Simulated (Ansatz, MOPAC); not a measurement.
Torsion H4–O1–Si2–I3 in HIOSi (SMILES O[Si]I); at each angle all else is relaxed with GFN2-xTB, and the levels are single points there.
Geometry at 0° (charge 0, multiplicity 1):
```xyz
4

O     -1.05279     0.11141     0.21772
Si     0.21932     1.03409    -0.10721
I      1.29280    -0.17349    -2.03665
H     -1.36911    -0.69787    -0.18472
```

On the grid 0° to 330°, 90° is the highest and 0° the lowest point at CCSD(T)/CBS(def2-TZVPP, def2-QZVPP).

The state that PM3, PM6, PM7 reach isn't checked; PM7 holds dispersion and hydrogen-bond terms.

Run with Ansatz (a first-principles code); MOPAC for PM3, PM6, PM7 (differences of heats of formation).  In def2 rows elements past Kr take small-core potentials, without spin–orbit coupling.

Problem. One of these levels gives 2.42 kcal/mol for the energy at 90° less that at 0°. Which?
(A) PM3
(B) PM7
(C) HF/def2-TZVPP
(D) PM6

Solution. B, PM7. The others give 4.76 (PM3), -1.03 (PM6), 6.64 (HF/def2-TZVPP)
